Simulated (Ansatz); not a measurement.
Reaction (substitution at a C–Zn bond): `O[CH2][ZnH]` + `[GeH3][TeH]` → `OC[Te][GeH3]` + `[ZnH2]`

Computed with Ansatz on PBE0-D4/def2-TZVP structures; ΔE is electronic, products minus reactants. CBS: MP2 limit from def2 TZ/QZ plus the TZ coupled-cluster correction, frozen cores. DFT in def2-TZVPP. Elements past krypton have def2 core potentials. For Ge, Te, Zn outer-core shells are correlated without core-valence functions, which leaves a few kJ/mol of doubt a bond. Scalar relativity is left out up to krypton. Each species was taken in one conformer, which may not be the lowest.

`O[CH2][ZnH]`:

Cartesian coordinates in Å:
```
O -1.431 0.431 0.194
C -0.040 0.329 0.526
Zn 1.042 -0.440 -0.936
H -1.798 -0.454 0.155
H 0.097 -0.186 1.486
H 0.295 1.357 0.696
H 1.837 -1.038 -2.121
```

`[GeH3][TeH]`:

```xyz
6

Ge   -0.378   -0.098   -0.540
Te    0.930   -0.735    1.564
H     0.555    0.523   -1.590
H    -0.962   -1.416   -1.066
H    -1.507    0.883   -0.197
H     1.363    0.843    1.829
```

`OC[Te][GeH3]`:

Cartesian coordinates in Å:
```
O 0.245 2.255 0.491
C 0.973 1.092 0.690
Te -0.142 -0.552 1.606
Ge -0.832 -1.562 -0.631
H -0.496 2.070 -0.093
H 1.413 0.687 -0.226
H 1.768 1.317 1.400
H -1.673 -0.561 -1.446
H 0.414 -1.935 -1.452
H -1.670 -2.813 -0.339
```

`[ZnH2]`:

Cartesian coordinates in Å:
```
Zn 0.000 0.000 0.000
H -0.425 -0.992 1.105
H 0.425 0.992 -1.105
```

| level | ΔE (kcal/mol) | difference from CCSD(T)/CBS |
| --- | --- | --- |
| ωB97X-V | -1.5 | 0.9 |
| ωB97M-V | -1.7 | 0.7 |
| PBE | -1.5 | 0.9 |
| r2SCAN | -2.2 | 0.2 |
| PBE0 | -1.4 | 1.0 |
| CCSD/def2-TZVPP | -1.4 | 1.0 |
| HF/def2-QZVPP | -1.3 | 1.1 |
| MP2/def2-QZVPP | -2.8 | -0.4 |
| SCS-MP2/def2-QZVPP | -2.4 | 0.0 |
| MP2/CBS(def2) | -3.0 | -0.6 |
| CCSD(T)/CBS | -2.4 | 0 |

Largest T1 diagnostic among the species: 0.016.

The D4 term adds −2.0 kcal/mol with B3LYP and −1.1 kcal/mol with PBE0; it sums over pairs of atoms, weighted by their polarisabilities, and B3LYP, whose exchange is more repulsive, gets the larger term.

B3LYP here is the variant with VWN-RPA as its local correlation; programs differ in this.
